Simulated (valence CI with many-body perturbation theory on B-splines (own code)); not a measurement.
Energy levels of Br XXIX

Level of theory: relativistic CI+MBPT: five valence electrons over a frozen Dirac-Fock core [He], a basis of 11 s, 11 p, 10 d, 8 f, 5 g, 2 h functions for each j, with the one-electron correlation potential Σ1, the two-electron term Σ2, the three-electron term Σ3, Breit, model QED; selected CI, second order for the rest, scaled by the run's own slope (own B-spline code, finite nucleus).

The last digits are not significant, and no measured levels were compared; by estimate large intervals hold to a few tenths of a per cent, small ones and those within an open d or f shell to about a per cent. Among the levels kept, up to 5300 cm⁻¹ of a level comes from second order outside the variational space, and about a tenth of that is noise between levels of different J, which matters for small intervals.

Levels 136 to 180 of 209, with energies above the lowest level, (2s^2 2p1/2^2 2p3/2) J=3/2. "Leading %" is the weight of the configuration and term that name the level; weights of strongly mixed levels are sums over their largest components and can fall short. In the jj column 3d3/2^4 stands for four electrons in 3d with j = 3/2. Lifetimes count E1, E2, E3, M1 and M2 decay at the calculated energies, and are blank where another channel may lead or the interval is too uncertain; long ones can be off by a factor of two.

| No. | Configuration | Term | J | E (eV) | Leading % | Leading jj | Lifetime | g |
| --- | --- | --- | --- | --- | --- | --- | --- | --- |
| 136 | 2s 2p3 3d | 4F° | 7/2 | 2053.2 | 55 | 2s 2p1/2 2p3/2^2 3d5/2 (52 %) | 42.0 fs | 1.293 |
| 137 | 2s 2p3 3d | 4P° | 5/2 | 2054.4 | 30 | 2s 2p1/2 2p3/2^2 3d3/2 (36 %) | 23.7 fs | 1.321 |
| 138 | 2s 2p3 3p | 2D | 3/2 | 2054.5 | 44 | 2s 2p1/2 2p3/2^2 3p3/2 (82 %) | 70.0 fs | 1.193 |
| 139 | 2s 2p3 3d | 4G° | 9/2 | 2054.8 | 54 | 2s 2p1/2 2p3/2^2 3d5/2 (70 %) | 47.1 ps | 1.251 |
| 140 | 2s 2p3 3d | 4P° | 1/2 | 2055.1 | 35 | 2s 2p1/2 2p3/2^2 3d3/2 (64 %) | 153 fs | 1.910 |
| 141 | 2s 2p3 3d | 4P° | 3/2 | 2055.8 | 33 | 2s 2p1/2^2 2p3/2 3d5/2 (45 %) | 32.1 fs | 1.477 |
| 142 | 2s 2p3 3p | 2F | 7/2 | 2056.8 | 47 | 2s 2p1/2 2p3/2^2 3p3/2 (67 %) | 115 fs | 1.270 |
| 143 | 2s 2p3 3d | 2G° | 7/2 | 2060.1 | 46 | 2s 2p1/2 2p3/2^2 3d3/2 (54 %) | 408 fs | 1.060 |
| 144 | 2s 2p3 3p | 4P | 3/2 | 2061.2 | 44 | 2s 2p1/2 2p3/2^2 3p1/2 (69 %) | 288 fs | 1.397 |
| 145 | 2s 2p3 3p | 2P | 1/2 | 2062.2 | 39 | 2s 2p1/2 2p3/2^2 3p1/2 (75 %) | 98.9 fs | 1.591 |
| 146 | 2s 2p3 3p | 2F | 5/2 | 2063.4 | 29 | 2s 2p1/2 2p3/2^2 3p3/2 (66 %) | 297 fs | 1.246 |
| 147 | 2s 2p3 3d | 4F° | 9/2 | 2065.6 | 85 | 2s 2p1/2 2p3/2^2 3d5/2 (60 %) | 45.8 ps | 1.302 |
| 148 | 2s 2p3 3p | 2P | 1/2 | 2065.6 | 35 | 2s 2p1/2 2p3/2^2 3p3/2 (80 %) | 90.6 fs | 1.710 |
| 149 | 2s 2p3 3p | 2D | 3/2 | 2066.6 | 47 | 2s 2p1/2 2p3/2^2 3p3/2 (66 %) | 151 fs | 1.095 |
| 150 | 2s 2p3 3d | 2F° | 5/2 | 2067.8 | 25 | 2s 2p1/2 2p3/2^2 3d5/2 (64 %) | 22.6 fs | 1.207 |
| 151 | 2s 2p3 3d | 4G° | 11/2 | 2068.1 | 100 | 2s 2p1/2 2p3/2^2 3d5/2 (100 %) | 67.8 ps | 1.268 |
| 152 | 2s 2p3 3d | 2P° | 1/2 | 2069.0 | 38 | 2s 2p1/2 2p3/2^2 3d5/2 (69 %) | 34.0 fs | 1.406 |
| 153 | 2s 2p3 3p | 4P | 5/2 | 2069.4 | 47 | 2s 2p1/2 2p3/2^2 3p3/2 (80 %) | 185 fs | 1.407 |
| 154 | 2s 2p3 3d | 4D° | 7/2 | 2070.2 | 68 | 2s 2p1/2 2p3/2^2 3d3/2 (61 %) | 16.6 fs | 1.347 |
| 155 | 2s 2p3 3d | 2D° | 3/2 | 2071.7 | 26 | 2s 2p1/2 2p3/2^2 3d5/2 (71 %) | 17.9 fs | 1.294 |
| 156 | 2s 2p3 3d | 2G° | 9/2 | 2072.2 | 75 | 2s 2p1/2 2p3/2^2 3d3/2 (56 %) | 13.6 ps | 1.140 |
| 157 | 2s 2p3 3d | 4D° | 5/2 | 2073.2 | 55 | 2s 2p1/2 2p3/2^2 3d3/2 (86 %) | 13.7 fs | 1.407 |
| 158 | 2s 2p3 3d | 4P° | 3/2 | 2075.9 | 45 | 2s 2p1/2 2p3/2^2 3d3/2 (95 %) | 12.1 fs | 1.621 |
| 159 | 2s 2p3 3s | 2P° | 1/2 | 2077.2 | 22 | 2s 2p1/2 2p3/2^2 3d5/2 (60 %) | 30.0 fs | 1.297 |
| 160 | 2s 2p3 3p | 2P | 1/2 | 2077.5 | 54 | 2s 2p1/2 2p3/2^2 3p3/2 (66 %) | 142 fs | 1.421 |
| 161 | 2s 2p3 3p | 2P | 3/2 | 2077.7 | 39 | 2s 2p1/2 2p3/2^2 3p3/2 (66 %) | 124 fs | 1.343 |
| 162 | 2s 2p3 3s | 2P° | 3/2 | 2078.1 | 59 | 2s 2p3/2^3 3s (84 %) | 123 fs | 1.470 |
| 163 | 2s 2p3 3s | 2P° | 1/2 | 2079.6 | 35 | 2s 2p3/2^3 3s (54 %) | 65.1 fs | 1.192 |
| 164 | 2s 2p3 3d | 2P° | 3/2 | 2083.8 | 38 | 2s 2p1/2 2p3/2^2 3d5/2 (91 %) | 18.1 fs | 1.298 |
| 165 | 2s 2p3 3d | 2F° | 7/2 | 2085.4 | 71 | 2s 2p1/2 2p3/2^2 3d5/2 (61 %) | 26.5 fs | 1.139 |
| 166 | 2s 2p3 3d | 2D° | 5/2 | 2086.4 | 48 | 2s 2p1/2 2p3/2^2 3d5/2 (77 %) | 19.6 fs | 1.125 |
| 167 | 2s 2p3 3d | 4F° | 3/2 | 2089.3 | 68 | 2s 2p1/2 2p3/2^2 3d3/2 (93 %) | 91.4 fs | 0.578 |
| 168 | 2s 2p3 3p | 2D | 5/2 | 2091.9 | 46 | 2s 2p3/2^3 3p1/2 (66 %) | 59.7 fs | 1.076 |
| 169 | 2s 2p3 3d | 4F° | 5/2 | 2092.0 | 47 | 2s 2p1/2 2p3/2^2 3d5/2 (58 %) | 54.0 fs | 1.115 |
| 170 | 2s 2p3 3p | 2P | 3/2 | 2092.1 | 40 | 2s 2p3/2^3 3p1/2 (61 %) | 169 fs | 1.299 |
| 171 | 2s 2p3 3d | 4F° | 7/2 | 2095.3 | 38 | 2s 2p1/2 2p3/2^2 3d5/2 (69 %) | 243 fs | 1.192 |
| 172 | 2s 2p3 3d | 4D° | 1/2 | 2095.5 | 59 | 2s 2p1/2 2p3/2^2 3d3/2 (84 %) | 23.4 fs | 0.539 |
| 173 | 2s 2p3 3d | 4D° | 5/2 | 2097.1 | 28 | 2s 2p1/2 2p3/2^2 3d5/2 (53 %) | 88.0 fs | 1.236 |
| 174 | 2s 2p3 3p | 2F | 7/2 | 2097.3 | 60 | 2s 2p3/2^3 3p3/2 (69 %) | 497 fs | 1.252 |
| 175 | 2s 2p3 3d | 4D° | 3/2 | 2098.6 | 50 | 2s 2p1/2 2p3/2^2 3d3/2 (69 %) | 25.8 fs | 1.179 |
| 176 | 2s 2p3 3d | 2D° | 3/2 | 2100.6 | 57 | 2s 2p1/2 2p3/2^2 3d5/2 (58 %) | 46.6 fs | 0.904 |
| 177 | 2s 2p3 3p | 2P | 3/2 | 2101.0 | 43 | 2s 2p3/2^3 3p3/2 (61 %) | 74.4 fs | 1.160 |
| 178 | 2s 2p3 3d | 2F° | 5/2 | 2101.8 | 34 | 2s 2p1/2 2p3/2^2 3d5/2 (69 %) | 53.3 fs | 1.161 |
| 179 | 2s 2p3 3p | 2D | 5/2 | 2101.8 | 59 | 2s 2p3/2^3 3p3/2 (62 %) | 422 fs | 1.307 |
| 180 | 2s 2p3 3d | 2F° | 7/2 | 2102.4 | 46 | 2s 2p1/2 2p3/2^2 3d3/2 (46 %) | 87.8 fs | 1.167 |
